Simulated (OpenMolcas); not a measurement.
# Ar IV: Slater's ratio, worked from levels

```
Program             : OpenMolcas
Basis               : ANO-RCC-VTZP [5s4p2d1f]
Scalar Hamiltonian  : DKH2, point nucleus
Active space        : 3 electrons in 3 orbitals (3p)
State averaging     : 2S+1 = 4 odd, 1 root; 2S+1 = 2 odd, 8 roots
Spin-orbit coupling : RASSI with atomic mean-field integrals over the reference wave functions, term energies averaged over their components
```

Methods: CASSCF; SS-CASPT2, IPEA 0.25 Eh, imaginary shift 0.1 Eh (closed shells correlated: 2s 2p 3s). Measured levels: Saloman, J. Phys. Chem. Ref. Data 39, 033101 (2010).

**Slater's ratio.** With one set of orbitals, p3 has ²D° - ⁴S° = 9 F2 and ²P° - ²D° = 6 F2 (F2 = F²/25), a ratio of 2/3. Term energies are centres of gravity, weighted by 2J + 1.

| Source | ²D° - ⁴S° | ²P° - ⁴S° | F2 from the first | Ratio |
| --- | --- | --- | --- | --- |
| CASSCF | 26108 | 43516 | 2901 | 0.667 |
| SS-CASPT2 | 22233 | 37306 | 2470 | 0.678 |
| measured | 21168 | 34973 | 2352 | 0.652 |

Energies in cm-1. A ratio away from 2/3 shows effects beyond one configuration with one set of orbitals, and in heavier atoms second-order spin-orbit shifts.

CASPT2 does not keep the components of a term degenerate, so their means are used; among the terms shown or strongly mixed into the levels shown the widest spread is 250 cm-1 (3s² 3p³ ²D°, SS-CASPT2). With the s shell closed, the reference lacks s² → p² mixing. Measured partners are found by configuration, term and J. A level has none where our copy of the source lacks it or the pairing is in doubt (some pairs that miss far off the trend of their configuration count as doubtful), and it then counts in no deviation. Levels of configurations outside the active space are missing.

° marks odd parity.
